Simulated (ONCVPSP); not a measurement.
PBE ONCV dataset for Ru (Z = 44), fully relativistic all-electron reference.

* Element: Ru (Z = 44)
* Generator: ONCVPSP 4.0.1
* Type: optimised norm-conserving Vanderbilt (ONCV)
* Functional: PBE
* Relativity: fully relativistic
* Frozen core: [Ar] 3d10
* Valence charge: 16
* Reference configuration: 4s2 4p6 4d6 (charge +2)
* Partial waves: 4s: rc 1.20 bohr, ncon 5, nbas 9, qcut 6.4 1/bohr, 2 projectors, debl 1.4 Ha; 4p: rc 1.25 bohr, ncon 4, nbas 9, qcut 7.5 1/bohr, 2 projectors, debl 2.5 Ha; 4d: rc 2.20 bohr, ncon 4, nbas 8, qcut 7.3 1/bohr, 2 projectors, debl 3.9 Ha
* Local potential: polynomial inside 0.80 bohr (lpopt 5, dvloc0 0 Ha)
* Core correction: none

Open shells are filled in proportion to 2j + 1.

In the s channel the program set the typed energies aside and used -3.545, 0.250 Ha.

All-electron outer shells of the reference configuration (PBE, scalar-relativistic, ld1.x):

| shell | level (eV) | outermost node (bohr) | outermost maximum (bohr) |
| --- | --- | --- | --- |
| 4s | -96.51 | 0.48 | 0.92 |
| 4p | -66.41 | 0.49 | 0.98 |
| 4d | -24.14 | 0.48 | 1.20 |

(1) Estimate the cutoffs (Ha) at which the residual kinetic energy of the hardest occupied pseudo-wave falls to 1 and 0.1 mHa per electron.

(2) What does a ghost test show?

(3) Which valence shell sets the plane-wave cutoff?

(4) Tests: 4s2 4p6 4d7 5s1; 4s2 4p6 4d7; 4s2 4p6 4d5; 4s2 4p6 4d7 5s0.5. Which has the largest error in its energy relative to the reference configuration, and how large is it?

Results:

(1) 131 Ha and 159 Ha.

(2) No bound ghost flagged; GHOST(+) flagged for s at 74.0 eV, p3/2 at 314.3 eV.

(3) 4s: 131 Ha for 1 mHa per electron, against 28 Ha for 4p.

(4) 4s2 4p6 4d5, with +17 meV (all-electron minus pseudo) on +30.62 eV.
